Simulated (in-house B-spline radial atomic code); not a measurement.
A run on an ion of nuclear charge 66 with 66.7 electrons that did not converge. Method: scalar-relativistic (X2C) OLYP, spin-polarised, spherical fractional occupations, Fermi nucleus of rms radius 5.2218 fm; computed with an all-electron radial atomic-structure program (B-spline basis).

Command:
```bash
python run_scf.py task.json out
```
Settings (nuclear radius in fm, mass in u):
```
Z                66
configuration    [Xe] 4f10.7 6s2
hamiltonian      x2c
method           optx,lyp
spin_polarised   True
nucleus          fermi
rms_radius       5.2218
atomic_mass      163.92918
speed_of_light   137.035999084
```

First and last ten iterations of the last attempt (damped for 15 steps, keeping 80 % of the old Fock matrix, then DIIS):
```
 iter        energy (Eh)    residual
    1      -12106.129718    7.87e-01
    2      -12105.650286    1.49e+00
    3      -12133.082705    9.37e-01
    4      -12147.960989    5.65e-01
    5      -12155.349673    3.52e-01
    6      -12158.661487    2.20e-01
    7      -12160.007257    1.39e-01
    8      -12160.532543    8.33e-02
    9      -12160.756469    5.72e-02
   10      -12160.869766    3.96e-02
  111      -12160.676219    6.78e-02
  112      -12106.379958    6.17e-01
  113      -12106.445296    6.17e-01
  114      -12105.938137    6.20e-01
  115      -12106.000112    6.19e-01
  116      -12105.367563    6.22e-01
  117      -12105.369586    6.22e-01
  118      -12106.135169    6.19e-01
  119      -12106.066788    6.19e-01
  120      -12106.057156    6.19e-01
 not converged after 120 iterations
```

The smallest residual met was 2.0e-02; the threshold is about 7e-07. No energy from this run should be used. The likely cause: this method binds the added charge weakly or not at all at the basis-set limit, so charge moves back and forth between the atom and the box. Time taken, with all properties: 3.1 s on 1 thread of Intel(R) Xeon(R) Platinum 8488C, on a shared host.
